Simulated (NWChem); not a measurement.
System: C₂H₇NZn; SMILES [ZnH][N](C)C

NWChem input:

```
start job
memory heap 200 mb stack 900 mb global 1100 mb
geometry units angstroms noautosym nocenter noautoz
  Zn    -0.004985    -1.035335    -0.094592
  H     -0.008673    -2.554899    -0.164745
  N     -0.000651     0.758405    -0.012144
  C      1.204309     1.561869     0.024986
  C     -1.204131     1.564343     0.025081
  H      1.266163     2.257769    -0.831217
  H      1.266650     2.175230     0.942108
  H      2.097355     0.925795    -0.004861
  H     -1.265276     2.177755     0.942242
  H     -1.264686     2.260388    -0.831091
  H     -2.098481     0.930050    -0.004773
end
basis spherical
  Zn library def2-svp
  H library def2-svp
  N library def2-svp
  C library def2-svp
end
dft
  xc pbe0
  iterations 150
end
property
  efieldgrad
end
task dft property
```

Structure relaxed at the B3LYP/6-31G* (spherical d) level.

Vzz is the largest principal value of the second derivative of the potential at the nucleus (NWChem prints the opposite sign); η is the asymmetry. Non-relativistic.

Atoms are numbered as in the input.

**Question.** What results follow from this input? (PBE0/def2-SVP.) Quantities: Vzz Zn1 (a.u.); η Zn1; Vzz N3 (a.u.); η N3.

**Answer.** 
* **Vzz Zn1 (a.u.)**: -1.715
* **η Zn1**: 0.51
* **Vzz N3 (a.u.)**: -1.056
* **η N3**: 0.44
